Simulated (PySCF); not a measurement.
# Reading the logs of faulty runs: GeH3NO

These are calculations, not measurements. The program is PySCF 2.14.0, an open-source quantum chemistry code, run on an isolated molecule that a program drew, which may never have been made. The molecule is GeH3NO (charge 0, singlet), drawn as the SMILES string `[NH]=[GeH][OH]`.

Each row is a Hartree-Fock (HF) and frozen-core CCSD(T) single point in the cc-pVDZ basis, meant for a local HF minimum. Run 1 is clean. Each other run has one planted mistake out of seven kinds, and not every kind appears here: one electron removed, one electron added, multiplicity raised by two, geometry at a saddle point, minimal basis STO-3G, one bond length entered in bohr, all coordinates scaled. The reference is restricted for singlets and unrestricted otherwise, and also for a bond in bohr. Adding or removing an electron swaps singlet and doublet. Electrons count all cores. HOMO and LUMO are orbital energies over both spins, the gradient is its largest component, and the lowest frequency (negative if imaginary) is given only where the gradient is small. Bond lengths are over the 5 bonds as drawn. T1 is the CCSD diagnostic: over 0.02 (restricted) or 0.045 (unrestricted) a single reference is doubtful. Germanium has the cc-pVDZ-PP basis, with a core potential (ECP10MDF) in place of its 10 inner electrons, and its 3s, 3p and 3d shells are frozen in CCSD(T).

Geometry of the clean run:
```xyz
6
GeH3NO, angstrom
N    -0.4399   -0.1232   -2.7347
Ge    0.3714    1.2781   -2.3109
O     1.0302    1.3897   -0.6928
H    -0.7772   -0.0810   -3.6866
H     0.7016    2.5766   -3.0422
H     1.4827    2.1943   -0.4859
```

| run | electrons | basis functions | <S^2> | HOMO (eV) | LUMO (eV) | gradient (hartree/bohr) | lowest frequency (cm^-1) | mean bond (Å) | longest bond (Å) | T1 | HF (hartree) | CCSD(T) (hartree) | mistake |
|---|---|---|---|---|---|---|---|---|---|---|---|---|---|
| 1 | 50 | 66 | 0.000 | -9.81 | 2.39 | 2.1e-05 | 270 | 1.3815 | 1.751 | 0.0197 | -424.39026 | -424.88141 | no fault |
| 2 | 51 | 66 | 0.768 | 1.24 | 9.09 | 6.1e-02 | - | 1.3815 | 1.751 | 0.0157 | -424.32326 | -424.81207 | one electron added |
| 3 | 49 | 66 | 0.757 | -18.71 | -6.91 | 1.0e-01 | - | 1.3815 | 1.751 | 0.0244 | -424.10704 | -424.54523 | ? |
| 4 | 50 | 66 | 2.029 | -5.92 | 0.61 | 1.4e-01 | - | 1.3815 | 1.751 | 0.0182 | -424.30295 | -424.74370 | ? |

**Which mistake was planted in run 3, and what did it cost?**

It counts 49 electrons, one fewer than the clean run, at the same geometry and basis. So the mistake is: one electron removed. Subtracting run 1 and multiplying by 627.51 kcal/mol a hartree, the energy moved by 177.7 kcal/mol in HF and 211.0 kcal/mol in CCSD(T).

**Which mistake was planted in run 4, and what did it cost?**

Electrons, basis and geometry are unchanged, and <S^2> is 2.029, beside S(S+1) = 2.00 for a multiplicity of 3. So the mistake is: multiplicity raised by two. Subtracting run 1 and multiplying by 627.51 kcal/mol a hartree, the energy moved by 54.8 kcal/mol in HF and 86.4 kcal/mol in CCSD(T).

Cautions from the logs. Run 2: the HOMO is above zero, so the electron isn't bound and the energy depends on the basis.
